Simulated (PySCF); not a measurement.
**SeH₅: one-bond stretch**

Level of theory: UPBE0/[Se def2-TZVP, H def2-TZVP], no relativity, density fitting, PySCF.

Rigid scan from the doublet minimum (Se–H 1.473 Å, Se–H 1.627 Å (×4); H–Se–H 88.0° (×4), H–Se–H 89.9° (×4), H–Se–H 176.0° (×2)). Coordinate: the bond from Se to the last atom (H) scaled, the rest fixed. Energies in kJ/mol from the minimum.

Problem. Predict the curve at 0.92, 0.96, 1.00, 1.05, 1.12, 1.20, 1.35, 1.55, 1.80, 2.20.

Solution. 
```csv
scale of one bond,E (kJ/mol),dipole size (D),⟨S²⟩
0.92,9.0,0.67,0.76
0.96,2.0,0.53,0.76
1.00,0.0,0.48,0.76
1.05,2.4,0.59,0.76
1.12,11.5,0.95,0.76
1.20,26.0,1.42,0.76
1.35,55.2,2.02,0.78
1.55,82.0,–,0.79
1.80,93.4,–,0.76
2.20,95.0,–,0.75
```

Other isomers or separated fragments may lie lower.
